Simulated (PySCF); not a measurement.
**Bond curve of SbO⁺**

Set-up: Sb def2-TZVPPD with ECP28, O def2-TZVPPD; scalar-relativistic core potentials (PySCF 2.14). Energies in eV from Sb⁺ + O in their ground configurations at the same level. State: ¹Σ⁺ (singlet), closed shell.

All columns are r²SCAN. A positive dipole points towards O; it is taken about the centre of mass and depends on that origin.

```csv
R (Å),E (eV),μ (D),Mulliken charge on Sb (basis-dependent),HOMO (eV),LUMO (eV),Mayer bond order,⟨S²⟩
1.512,-2.809,-2.58,1.40,-15.35,-10.44,2.24,0.00
1.582,-4.179,-2.80,1.38,-15.43,-10.64,2.24,0.00
1.653,-4.939,-3.00,1.36,-15.48,-10.83,2.24,0.00
1.705,-5.219,-3.12,1.36,-15.48,-10.97,2.24,0.00
1.758,-5.313,-3.24,1.36,-15.47,-11.10,2.25,0.00
1.811,-5.267,-3.34,1.36,-15.24,-11.22,2.25,0.00
1.881,-5.048,-3.47,1.37,-14.96,-11.38,2.26,0.00
1.969,-4.603,-3.59,1.36,-14.65,-11.56,2.28,0.00
2.074,-3.931,-3.71,1.35,-14.33,-11.74,2.31,0.00
2.215,-2.942,-3.83,1.33,-13.98,-11.95,2.36,0.00
```

A fit through these points gives, at Re = 1.765 Å, μ = -3.25 D and dμ/dR = -2.04 D/Å; the reduced mass is 14.13 u.

Task: How strong is the fundamental in the double-harmonic approximation, I = 42.26·(dμ/dR)²/μred km/mol?

Result: I = 42.26·(-2.04)²/14.13 = 12.4 km/mol at r²SCAN.

Spin–orbit coupling is left out, which matters for elements this heavy, above all for dissociation energies. For an ion De counts to the pair picked by the measured ionisation energies or electron affinities, which need not be the lowest pair at this level.
